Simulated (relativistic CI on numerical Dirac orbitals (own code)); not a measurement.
# Crystal-field levels of Fe7+, 3d

Calculated by Dirac-Coulomb-Breit CI, KLI orbitals optimised for each configuration, QED by a radiative potential, valence Slater integrals scaled by 0.8, one configuration in a parametric crystal field (own radial code).

Field parameters in Wybourne normalisation: Oh B⁴₀ = 21Dq, B⁴₄ = √(5/14) B⁴₀. The field is a parameter set, without covalency.

S is read from ⟨S²⟩ = S(S + 1).

Levels (cm⁻¹, degeneracy): 0 (4), 1112 (2), 20434 (4).

Q: Which field gives this pattern?
A. Oh, 10Dq = 20000 cm⁻¹
B. Oh, 10Dq = 34100 cm⁻¹
C. Oh, 10Dq = 38800 cm⁻¹
D. Oh, 10Dq = 43500 cm⁻¹

A: A. Oh, 10Dq = 20000 cm⁻¹, ground level with S = 0.50.
